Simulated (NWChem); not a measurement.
Molecule: C₄H₆Br₂; SMILES C(Br)CC(Br)=C

```xyz
12

C      1.4747     0.5037    -0.7710
C      0.2563     0.8628    -0.3736
Br    -0.0418     2.6356     0.2499
C     -0.9920     0.0320    -0.3554
C     -0.8758    -1.3827    -0.8798
Br     0.1057    -2.5812     0.3008
H      1.6667    -0.5196    -1.1029
H      2.3129     1.2015    -0.7528
H     -1.7502     0.5500    -0.9713
H     -1.4044     0.0235     0.6677
H     -0.3712    -1.4242    -1.8543
H     -1.8715    -1.8309    -0.9825
```
Atoms are numbered in this order, from 1.

All runs: NWChem. Geometry: optimised at PBE0/def2-SVP. No frequency run checked for a minimum. Total energies compare along this basis series because the functional is fixed.

| level | basis functions | energy (Ha) | highest occupied level (eV) | orbital gap (eV) | dipole (D) |
|---|---|---|---|---|---|
| PBE/def2-SVP | 150 | -5302.6040 | ___ | ___ | ___ |
| PBE/def2-SVPD | 210 | -5302.6227 | -6.23 | 4.78 | 1.70 |
| PBE/def2-TZVP | 256 | -5303.3990 | -6.17 | 4.84 | 1.71 |
| PBE/def2-TZVPP | 304 | -5303.4012 | -6.18 | 4.84 | 1.71 |

Problem. What belongs in the gaps?

Solution. 
- PBE/def2-SVP, highest occupied level (eV): -6.01
- PBE/def2-SVP, orbital gap (eV): 4.94
- PBE/def2-SVP, dipole (D): 1.61
